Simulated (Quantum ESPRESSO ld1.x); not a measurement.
Ru30+, 14 electrons, occupied as [Ne] 3s2 3p2 (the NIST ground configuration). Method: scalar-relativistic Kohn-Sham, LDA (Slater exchange, Perdew-Zunger correlation), spin-unpolarised, spherical densities, point nucleus; computed with ld1.x of Quantum ESPRESSO 7.5.

Normalised radial functions P(r) = r R(r), r in bohr:

r,1s,2s
0.002459,1.4451,0.4823
0.003051,1.7275,0.5756
0.003817,2.0651,0.6864
0.004738,2.4336,0.8060
0.00588,2.8400,0.9359
0.007356,3.2910,1.0760
0.00913,3.7361,1.2075
0.01133,4.1630,1.3217
0.01418,4.5447,1.4007
0.01759,4.8032,1.4114
0.02184,4.8983,1.3254
0.02732,4.7705,1.0968
0.03391,4.3976,0.7121
0.04242,3.7604,0.1308
0.05264,2.9668,-0.5809
0.06534,2.1079,-1.3667
0.08174,1.2895,-2.1236
0.1014,0.6816,-2.6326
0.1259,0.2953,-2.7824
0.1575,0.0956,-2.5048
0.1955,0.0236,-1.9110
0.2426,0.0040,-1.2053
0.3036,0.0004,-0.5889
0.3767,0.0000,-0.2235
0.4713,0.0000,-0.0574
0.585,0.0000,-0.0102
0.726,0.0000,-0.0011
0.9083,0.0000,-0.0001
1.127,0.0000,0.0000

1s: eigenvalue -23487 eV, 0 radial nodes, <r> = 0.0335 bohr, 90 % of the charge inside 0.0600 bohr. 2s: eigenvalue -4660.4 eV, 1 radial node at r = 0.0443 bohr, <r> = 0.144 bohr, 90 % of the charge inside 0.221 bohr.
